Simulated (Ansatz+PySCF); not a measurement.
Results of a calculation; reference values are marked as such.
## Ansatz (development build ahead of 0.2.0) run

```yaml
crystal:
  periodic: [false, false, false]
  atoms:
    - { symbol: Li, position_ang: [1.10471, 0.0, 0.0] }
    - { symbol: Li, position_ang: [-1.10471, 0.0, 0.0] }
    - { symbol: F, position_ang: [0.0, 1.29254, 0.0] }
    - { symbol: F, position_ang: [0.0, -1.29254, 0.0] }
basis:
  gaussian: { orbitals: def2-SVP }
magnetization:
  spin_polarized: true
hamiltonian:
  xc: hf
correlation:
  method: ccsd_t
  frozen_orbitals: { F: 1, Li: 0 }
```

The input is written out in the form of the current development build from the run's settings.

Results

- Converged: yes
- Reference energy: -213.81213 hartree
- CCSD correlation energy: -0.41129 hartree
- Triples correction: -0.00364 hartree
- Total energy: -214.22706 hartree
- Spin squared of the determinant: 0.000
- Stability test: minimum
- Largest doubles amplitude: 0.02
- Occupied orbitals by symmetry in an Abelian subgroup (alpha; beta): 4 Ag 3 B1u 1 B2g 2 B2u 1 B3g 1 B3u; 4 Ag 3 B1u 1 B2g 2 B2u 1 B3g 1 B3u
